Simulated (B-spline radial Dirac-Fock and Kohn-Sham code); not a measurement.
## Total and shell-resolved photoionisation of Cu⁶⁺

System: copper as Cu⁶⁺, 1s2 2s2 2p6 3s2 3p6 3d5.

Calculated with a B-spline atomic structure program, using the independent-particle Dirac-Slater model, thresholds from Dirac-Fock.

Computed thresholds (eV): K 9128.2, L1 1252.0, L2 1104.2, L3 1084.2, M1 260.8, M2 211.5, M3 208.5, M4 134.6, M5 134.2.

```
photon energy (eV)  total (b)  K (%)  L (%)  M (%)
               301  1.855e+06      –      –  100.0
               325  1.611e+06      –      –  100.0
               940     176000      –      –  100.0
              1030     142700      –      –  100.0
              2050     217800      –   87.6   12.4
              3200      67590      –   87.3   12.7
              4710      23710      –   87.0   13.0
              5190      18140      –   86.9   13.1
              5760      13600      –   86.8   13.2
              7720       6005      –   86.7   13.3
              9080       3799      –   86.6   13.4
             12600      12490   88.0   10.4    1.6
             13800       9780   88.2   10.2    1.6
             14000       9406   88.2   10.2    1.6
             23400       2264   89.0    9.5    1.5
             27100       1489   89.1    9.4    1.5
             34000      772.5   89.3    9.2    1.5
             55100      185.1   89.5    9.1    1.5
             80100      59.83   89.6    9.0    1.4
            105000      26.22   89.6    9.0    1.4
```

Task: With what power of the photon energy does the total fall between 80100 and 105000 eV?

Result: As E^-3.05. The non-relativistic Born limit for an s electron far above threshold is E^-3.5; near threshold and at relativistic energies the fall is slower.

Run: 1.4 s of CPU time on 1 thread of Intel(R) Xeon(R) 6975P-C (shared host), peak memory 0.38 GiB.
